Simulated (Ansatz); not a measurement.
Ansatz (a quantum-chemistry and plane-wave program) input (CCSD(T)/STO-3G):

Ansatz 0.2 input:
```yaml
crystal:
  periodic: [false, false, false]
  atoms:
    - {symbol: C, position_ang: [-2.29442262, -0.25118923, -0.06811661]}
    - {symbol: C, position_ang: [-0.88478297, 0.32187421, -0.17788405]}
    - {symbol: C, position_ang: [0.18262404, -0.67248626, 0.25615442]}
    - {symbol: C, position_ang: [1.59628308, -0.16680473, 0.17106325]}
    - {symbol: O, position_ang: [1.91635823, 0.93122581, -0.20432106]}
    - {symbol: H, position_ang: [-2.41174289, -1.13901065, -0.69443671]}
    - {symbol: H, position_ang: [-3.04163400, 0.47833697, -0.38406558]}
    - {symbol: H, position_ang: [-2.52644178, -0.53997002, 0.96000817]}
    - {symbol: H, position_ang: [-0.79692319, 1.22553665, 0.42908523]}
    - {symbol: H, position_ang: [-0.68363692, 0.63387378, -1.20498355]}
    - {symbol: H, position_ang: [0.02375879, -1.00434280, 1.29108168]}
    - {symbol: H, position_ang: [0.13676513, -1.59454366, -0.33894931]}
    - {symbol: H, position_ang: [2.37077985, -0.89805065, 0.48952652]}
basis:
  gaussian:
    orbitals: STO-3G
magnetization: {spin_polarized: false}
correlation: {method: ccsd_t, electrons: outside_noble_gas}
```

End of the output:

```
integrals: 0.01 GiB planned
469 factors; integrals over basis functions are off by at most 4.6e-5 eV
mean field: 0.09 GiB planned
mean field evaluation 1: about -6202.6978 eV, gradient 3.4e1 eV
mean field evaluation 2: about -6202.9711 eV, gradient 3.4e1 eV
mean field evaluation 4: about -6206.9660 eV, gradient 2.8e0 eV
mean field evaluation 8: about -6207.0189 eV, gradient 9.1e-2 eV
mean field evaluation 16: about -6206.7428 eV, gradient 9.1e-1 eV
mean field -6207.01887697 eV, -228.1037364603 hartree, gradient 1.0e-6 eV, S^2 0.000000; 0 other end points of the search recorded, 0 dependent functions left out; unrestricted orbitals would lower it
5 core orbitals not correlated
reference -6207.01887697 eV, -228.1037364603 hartree; 15, 15 occupied and 13, 13 virtual orbitals, 469 factors
second order -7.25882530 eV of doubles, -0.00000000 eV of singles
coupled cluster: 0.06 GiB planned
cycle   1  -8.49365977 eV  change    -1.2e0 eV  update   9.4e-2
cycle   2  -9.06460713 eV  change   -5.7e-1 eV  update   3.4e-2
cycle   3  -9.19257886 eV  change   -1.3e-1 eV  update   1.2e-2
cycle   4  -9.20655830 eV  change   -1.4e-2 eV  update   3.5e-3
cycle   5  -9.20587712 eV  change    6.8e-4 eV  update   7.9e-4
cycle   6  -9.20543191 eV  change    4.5e-4 eV  update   2.4e-4
cycle   7  -9.20540205 eV  change    3.0e-5 eV  update   8.8e-5
cycle   8  -9.20542872 eV  change   -2.7e-5 eV  update   2.3e-5
coupled cluster: 0.06 GiB planned
perturbative correction -0.09957480 eV, -0.0036593063 hartree
Total energy: -6216.32388049 eV, -228.4456890322 hartree
```
